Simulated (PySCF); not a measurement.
# V²⁺ (vanadium, charge +2): UHF calculation

Configuration: [Ar] 3d2 4p1, one real determinant (an excited configuration). Calculation: PySCF 2.14, in x2c-TZVPPall; the spin-free X2C one-electron Hamiltonian (Gaussian nucleus).

```json
{"Total energy": "-947.049331 hartree", "One-electron energy": "-1281.0529 hartree", "Hartree (Coulomb) energy": "378.0107 hartree", "Exchange energy": "-44.0071 hartree", "⟨S²⟩": "3.7525", "⟨L²⟩": "14.014", "Sum of ⟨r⟩": "15.82 bohr", "Sum of ⟨r²⟩": "24.92 bohr²", "Traceless quadrupole moment −½Σ⟨3z² − r²⟩ along its main axis": "-4.61 e·bohr²", "Langevin diamagnetic susceptibility": "-19.7 ×10⁻⁶ cm³/mol"}
```

```
shell  electrons  mean orbital energy (hartree)  spread (hartree)  rms radius, mean of both spins (bohr)
 1s α          1                     -203.79391                 0                                 0.0768
 1s β          1                     -203.79055                 0                                 0.0768
 2s α          1                      -25.13189                 0                                  0.332
 2s β          1                      -25.08244                 0                                  0.332
 2p α          3                      -21.03699           0.00380                                  0.303
 2p β          3                      -20.98503           0.00312                                  0.303
 3s α          1                       -4.20577                 0                                   1.01
 3s β          1                       -4.04261                 0                                   1.01
 3p α          3                       -3.01196           0.00283                                   1.08
 3p β          3                       -2.81246           0.01235                                   1.08
 3d α          2                       -1.39815           0.00506                                   1.31
 4p α          1                       -0.66295                 0                                   3.42
```

⟨L²⟩ = 14.01 against 20 for a pure G term, so this real determinant mixes terms.

Densities and radii are taken from the X2C orbitals without a picture-change correction, which distorts them close to the nucleus.

Spin-orbit constants ζ (cm⁻¹) from the X2C one-electron operator on these orbitals: bare nucleus, nucleus screened by l(l+1)(2l+1)/3 electrons, and screened by the Breit-Pauli mean field of the electrons.

| shell | bare | screened nucleus | mean field |
| --- | --- | --- | --- |
| 2p | 40630 | 37090 | 35460 |
| 3p | 4764 | 4350 | 4132 |
| 3d | 417.6 | 236.0 | 207.8 |
| 4p | 410.7 | 375.0 | 354.7 |

To first order the Landé constant is A = 81.51 cm⁻¹, so the lowest level has J = 5/2 and lies 0.0758 eV below the centre of the term. This holds in LS coupling only.
